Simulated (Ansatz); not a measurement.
`C[Se][AsH2]` + CH₃SH → `CS[AsH2]` + `C[SeH]` at 500 K and 1 bar (ligand exchange at the As–Se bond).

Gas-phase electronic energies from Ansatz, PBE0-D4/def2-TZVP geometries. CCSD(T)/CBS is the MP2 limit (def2-TZVPP, def2-QZVPP) plus CCSD(T) − MP2 in def2-TZVPP, frozen cores. This one scheme is used for every species. For As, Se outer-core shells are correlated without core-valence functions, which leaves a few kJ/mol of doubt a bond. Scalar relativity is left out up to krypton.

```json
{"species": "`C[Se][AsH2]`", "CCSD(T)/CBS energy (Eh)": "-4676.77761", "H − E (kJ/mol)": "178.2", "S (J/(mol·K))": "387.6"}
{"species": "CH₃SH", "CCSD(T)/CBS energy (Eh)": "-438.22835", "H − E (kJ/mol)": "145.1", "S (J/(mol·K))": "283.7"}
{"species": "`CS[AsH2]`", "CCSD(T)/CBS energy (Eh)": "-2673.84263", "H − E (kJ/mol)": "179.4", "S (J/(mol·K))": "372.7"}
{"species": "`C[SeH]`", "CCSD(T)/CBS energy (Eh)": "-2441.15625", "H − E (kJ/mol)": "142.1", "S (J/(mol·K))": "299.3"}
```

H − E and S are ideal-gas, rigid-rotor, harmonic terms from PBE0-D4/def2-TZVP. 1 Eh = 2625.50 kJ/mol, R = 8.31446 J/(mol·K).

By hand: ΔE, ΔH, ΔS and ΔG.

ΔE = (-2673.84263) + (-2441.15625) − (-4676.77761) − (-438.22835) = 0.00708 Eh = 18.6 kJ/mol. Δ(H − E) = 179.4 + 142.1 − 178.2 − 145.1 = -1.8, so ΔH = 16.8 kJ/mol. ΔS = 372.7 + 299.3 − 387.6 − 283.7 = 0.7 J/(mol·K). ΔG = 16.8 − 500 × (0.7)/1000 = 16.4 kJ/mol.

By hand: the equilibrium constant, and the temperature at which ΔG would vanish if ΔH and ΔS stayed fixed.

log₁₀ K = −ΔG/(RT ln 10) = -1.7. ΔG = 0 at ΔH/ΔS = 24000 K, far beyond where these terms or the molecules hold.

The number of gas molecules stays the same, so ΔS is small and ΔH decides. A doubt of 5 kJ/mol in ΔE shifts log₁₀ K by 0.5 here. Modes under 60 cm⁻¹, often nearly free rotors, make the harmonic entropy too high. These are equilibria of isolated gas molecules and say nothing of rates. Largest T1 diagnostic: 0.011 (customary marks: 0.02 for closed shells, 0.045 for open ones).
